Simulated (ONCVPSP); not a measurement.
Pseudopotential generation for cadmium (Cd): ONCV, PBE, fully relativistic.

* Element: cadmium (Cd)
* Generator: ONCVPSP 4.0.1
* Type: optimised norm-conserving Vanderbilt (ONCV)
* Functional: PBE
* Relativity: fully relativistic
* Frozen core: [Ar] 3d10
* Valence charge: 20
* Reference configuration: 4s2 4p6 4d10 5s1.5 5p0.5
* Partial waves: 4s+5s: rc 1.55 bohr, ncon 4, nbas 8, qcut 6.3 1/bohr, 2 projectors; 4p+5p: rc 1.30 bohr, ncon 4, nbas 7, qcut 12.8 1/bohr, 2 projectors; 4d: rc 1.45 bohr, ncon 5, nbas 9, qcut 8.8 1/bohr, 2 projectors, debl 4 Ha
* Local potential: polynomial inside 1.20 bohr (lpopt 5, dvloc0 4 Ha)
* Core correction: polynomial model core, fcfact 0.45

Open shells are filled in proportion to 2j + 1.

All-electron outer shells of the reference configuration (PBE, scalar-relativistic, ld1.x):

| shell | level (eV) | outermost node (bohr) | outermost maximum (bohr) |
| --- | --- | --- | --- |
| 3p | -602.30 | 0.14 | 0.32 |
| 3d | -394.66 | – | 0.27 |
| 4s | -106.96 | 0.43 | 0.79 |
| 4p | -68.02 | 0.43 | 0.84 |
| 4d | -12.76 | 0.42 | 0.98 |
| 5s | -6.34 | 1.06 | 2.32 |
| 5p | -1.67 | 1.19 | 3.25 |

What the tests gave:

```
Cutoffs needed             : 48 Ha and 58 Ha (the cutoffs (Ha) at which the residual kinetic energy of the hardest occupied pseudo-wave falls to 1 and 0.1 mHa per electron)
Ghost test                 : no bound ghost flagged; no localised positive-energy state flagged
Largest excitation error   : -4.1 meV (all-electron minus pseudo) for 4s2 4p6 4d10 5s0 5p0, out of 4 test configurations
rms error of d²Exc/dni dnj : 6.98 mHa without and 2.83 mHa with the model core
```

Generation and tests took about 6.4 s on one core of a shared server CPU.
